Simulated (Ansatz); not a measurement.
Ansatz results at the PBE0-D4/def2-TZVP geometry: ideal-gas entropy at 298 K and 1 bar (rigid rotor, harmonic PBE0-D4/def2-TZVP) 438 J/(mol·K); HOMO–LUMO gap (PBE/def2-TZVPP) 3.46 eV; HOMO energy (PBE0/def2-TZVPP) -7.85 eV.

Each molecule was computed in one conformer, which needn't be the lowest.

**Question.** Which molecule gave them?
A. `[SH][Sn]([SH])([SH])[Cl]`
B. `[F][SnH]([F])[I]`
C. `[CH3][SnH]([NH2])[Cl]`
D. `[Cl][Sn]([Cl])([I])[I]`

**Answer.** A. The others give `[F][SnH]([F])[I]`: 353, 4.00, -8.50; `[CH3][SnH]([NH2])[Cl]`: 377, 4.86, -7.43; `[Cl][Sn]([Cl])([I])[I]`: 423, 2.86, -8.24.
